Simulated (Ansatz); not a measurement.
Compare A (`CNBN`) with its isomer B (`CB(N)N`).

Gas-phase electronic energies from Ansatz, PBE0-D4/def2-TZVP geometries. CCSD(T)/CBS is the MP2 limit (def2-TZVPP, def2-QZVPP) plus CCSD(T) − MP2 in def2-TZVPP, frozen cores. DFT in def2-TZVPP. B3LYP here is the variant with VWN-RPA as its local correlation; programs differ in this. One conformer a species, not always the lowest.

(1) Which is lower in electronic energy at CCSD(T)/CBS, and by how much? (An estimate is asked.)

(2) Give E(B) − E(A) in kJ/mol with PBE-D4, ωB97M-V, MP2/def2-TZVPP, HF/def2-TZVPP, B3LYP-D4, CCSD/def2-TZVPP, CCSD(T)/def2-SVP. (Estimate.)

(3) Does the order hold for the free energy at 298.15 K (harmonic terms from PBE0-D4)? (An estimate is asked.)

Largest T1 diagnostic: 0.011.

## Answers

(1) Computed: B, by 76.9 kJ/mol.

(2) The calculation gave: PBE-D4 -72.6, ωB97M-V -76.2, MP2/def2-TZVPP -78.0, HF/def2-TZVPP -69.7, B3LYP-D4 -72.0, CCSD/def2-TZVPP -75.0, CCSD(T)/def2-SVP -62.9. None reverses the order clearly.

(3) Ansatz gave: Yes: G(B) − G(A) = -80.0 kJ/mol, for one conformer each. Modes under 60 cm⁻¹, often nearly free rotors, make the harmonic entropy too high.

Leaving LDA and LC-ωPBE aside and taking each functional with its dispersion term where it has one, the values, not all of them listed here, spread over 10.6 kJ/mol, from B97M-V to BLYP-D4. At CCSD(T), def2-SVP lies +14.0 kJ/mol from the extrapolated value and def2-TZVPP +2.0 kJ/mol.
